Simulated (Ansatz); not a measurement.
`FC(F)(F)c1ccc(-c2ccc(-c3ccc(-c4ccc(C(F)(F)F)nc4)nc3)nc2)nc1`, 44 atoms. Hardware: 2 threads of AMD EPYC 7R13 on a shared host and a share (18 GiB) of an NVIDIA H100 80GB HBM3.

Single mean-field runs in def2-SVP, def2-TZVP are fitted with def2-universal-jkfit.

**Question.** How many basis functions does each of these Ansatz runs have, and roughly what does it cost? PBE-D4/def2-SVP, charge 0 singlet, relaxation, 18 steps; r2SCAN-D4/def2-TZVP, charge 0 singlet, energy and forces, from earlier orbitals; PBE0-D4/def2-TZVP, charge 0 singlet, energy, from earlier orbitals; PBE0-D4/def2-SVP, charge 0 singlet, energy, from earlier orbitals; PBE-D4/def2-TZVP, charge 0 triplet at the geometry of the charge 0 singlet, energy, from earlier orbitals; PBE-D4/def2-TZVP, charge -1 doublet at the geometry of the charge 0 singlet, energy, from earlier orbitals; PBE-D4/def2-TZVP, charge 1 doublet at the geometry of the charge 0 singlet, energy, from earlier orbitals; PBE-D4/def2-TZVP, charge 0 singlet, energy, from earlier orbitals; PBE0-D4/def2-TZVP, charge 1 doublet at the geometry of the charge 0 singlet, energy; PBE0-D4/def2-TZVP, charge 0 triplet at the geometry of the charge 0 singlet, energy; PBE-D4/def2-SVP, charge 0 singlet, energy, from earlier orbitals; PBE0-D4/def2-TZVP, charge -1 doublet at the geometry of the charge 0 singlet, energy.

**Answer.** Other jobs shared the machine, so times can vary by a factor of up to 3.

```json
{"run": "PBE0-D4/def2-SVP, charge 0 singlet, energy, from earlier orbitals", "functions": "508", "fitting or Cholesky vectors": "2636", "wall time": "4.1 s", "peak host memory (GiB)": "0.99"}
{"run": "PBE-D4/def2-SVP, charge 0 singlet, energy, from earlier orbitals", "functions": "508", "fitting or Cholesky vectors": "2636", "wall time": "4.4 s", "peak host memory (GiB)": "0.98"}
{"run": "PBE-D4/def2-TZVP, charge 0 singlet, energy, from earlier orbitals", "functions": "1064", "fitting or Cholesky vectors": "2636", "wall time": "7 s", "peak host memory (GiB)": "1.2"}
{"run": "PBE0-D4/def2-TZVP, charge 0 singlet, energy, from earlier orbitals", "functions": "1064", "fitting or Cholesky vectors": "2636", "wall time": "8.5 s", "peak host memory (GiB)": "1.2"}
{"run": "PBE-D4/def2-TZVP, charge -1 doublet at the geometry of the charge 0 singlet, energy, from earlier orbitals", "functions": "1064", "fitting or Cholesky vectors": "2636", "wall time": "11 s", "peak host memory (GiB)": "1.4"}
{"run": "r2SCAN-D4/def2-TZVP, charge 0 singlet, energy and forces, from earlier orbitals", "functions": "1064", "fitting or Cholesky vectors": "2636", "wall time": "14 s", "peak host memory (GiB)": "1.2"}
{"run": "PBE-D4/def2-TZVP, charge 0 triplet at the geometry of the charge 0 singlet, energy, from earlier orbitals", "functions": "1064", "fitting or Cholesky vectors": "2636", "wall time": "14 s", "peak host memory (GiB)": "1.8"}
{"run": "PBE0-D4/def2-TZVP, charge -1 doublet at the geometry of the charge 0 singlet, energy", "functions": "1064", "fitting or Cholesky vectors": "2636", "wall time": "14 s", "peak host memory (GiB)": "1.7"}
{"run": "PBE0-D4/def2-TZVP, charge 1 doublet at the geometry of the charge 0 singlet, energy", "functions": "1064", "fitting or Cholesky vectors": "2636", "wall time": "15 s", "peak host memory (GiB)": "1.7"}
{"run": "PBE-D4/def2-TZVP, charge 1 doublet at the geometry of the charge 0 singlet, energy, from earlier orbitals", "functions": "1064", "fitting or Cholesky vectors": "2636", "wall time": "19 s", "peak host memory (GiB)": "1.8"}
{"run": "PBE0-D4/def2-TZVP, charge 0 triplet at the geometry of the charge 0 singlet, energy", "functions": "1064", "fitting or Cholesky vectors": "2636", "wall time": "22 s", "peak host memory (GiB)": "1.9"}
{"run": "PBE-D4/def2-SVP, charge 0 singlet, relaxation, 18 steps", "functions": "508", "fitting or Cholesky vectors": "2636", "wall time": "58 s", "peak host memory (GiB)": "1.1"}
```
